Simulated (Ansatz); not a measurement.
Stepwise reaction of `NB(S)S` with ammonia, as a gas-phase model of exchange steps in deposition or etching. ΔE in kJ/mol.

Gas-phase electronic energies from Ansatz, PBE0-D4/def2-TZVP geometries. CCSD(T)/CBS is the MP2 limit (def2-TZVPP, def2-QZVPP) plus CCSD(T) − MP2 in def2-TZVPP, frozen cores. This one scheme is used for every species. Functionals use def2-TZVPP. B3LYP here is the variant with VWN-RPA as its local correlation; programs differ in this. One conformer a species, not always the lowest.

| step | reaction | PBE-D4 | B3LYP-D4 | ωB97M-V | CCSD(T)/CBS |
| --- | --- | --- | --- | --- | --- |
| 1 | `NB(S)S` + NH₃ → `NB(N)S` + H₂S | -15.1 | -24.0 | -24.9 | -20.6 |

Question: Give the row of step 2, `NB(N)S` + NH₃ → `NB(N)N` + H₂S. (An estimate is asked.)

Answer: Computed: 
| step | reaction | PBE-D4 | B3LYP-D4 | ωB97M-V | CCSD(T)/CBS |
| --- | --- | --- | --- | --- | --- |
| 2 | `NB(N)S` + NH₃ → `NB(N)N` + H₂S | -5.8 | -14.4 | -14.9 | -12.6 |

Question: By hand: ΔE of the 2 steps together at CCSD(T)/CBS.

Answer: (-20.6) + (-12.6) = -33.2 kJ/mol, or -16.6 kJ/mol a step.

In ΔE each step is higher than the one before. All are downhill at CCSD(T)/CBS. PBE-D4 differs from CCSD(T)/CBS by 5.5 to 6.8 kJ/mol a step. Isolated molecules leave out the surface, adducts and barriers. Largest T1 diagnostic: 0.012.
